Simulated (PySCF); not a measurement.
## Exercise with solution: chemical shift, span and skew from a shielding tensor

C3H7ClOSi, SMILES C=C(Cl)[Si@@H](C)O. Atoms are numbered in the order given.

```xyz
13

C      1.6466    -0.1398     1.2632
C      0.8759    -0.0700     0.1713
Cl     1.4861    -0.6391    -1.3889
Si    -0.8986     0.5653     0.0827
C     -2.0507    -0.8439    -0.3236
O     -1.3341     1.1696     1.5847
H      1.2381     0.2089     2.2163
H      2.6659    -0.5358     1.2504
H     -0.9336     1.6321    -0.9566
H     -3.0805    -0.4873    -0.4828
H     -1.7112    -1.3557    -1.2382
H     -2.0581    -1.5765     0.4991
H     -0.9627     2.0305     1.8218
```
Charge 0, spin multiplicity 1.

Geometry optimised at TPSSh-D3(BJ)/def2-SVP. The structure was generated by enumeration; whether it is a known compound was not checked. The values are those of a single conformer.

GIAO shieldings from PySCF with PBE/pcSseg-1, non-relativistic, no solvent. The symmetric part of the tensor of Si4 has the principal values 286.9, 356.0, 390.4 ppm. The same nucleus in TMS has σ = 335.4 ppm at this level (PySCF, at its B3LYP-D3(BJ)/def2-TZVP geometry). Without spin–orbit terms, shifts of atoms bonded to Cl or Br come out too high.

### Question
Work out the isotropic shielding, the ²⁹Si shift against TMS, the span and the skew.

### Answer

σ(iso) = (σ11 + σ22 + σ33)/3 = 344.4 ppm. δ = σ(ref) − σ(iso) = 335.4 − (344.4) = -9.0 ppm.
Span Ω = σ33 − σ11 = 103.5 ppm. Skew κ = 3(σ(iso) − σ22)/Ω = -0.34. Tumbling in solution averages the tensor to δ; in a static solid the shielding alone would spread this spin-1/2 line over Ω.
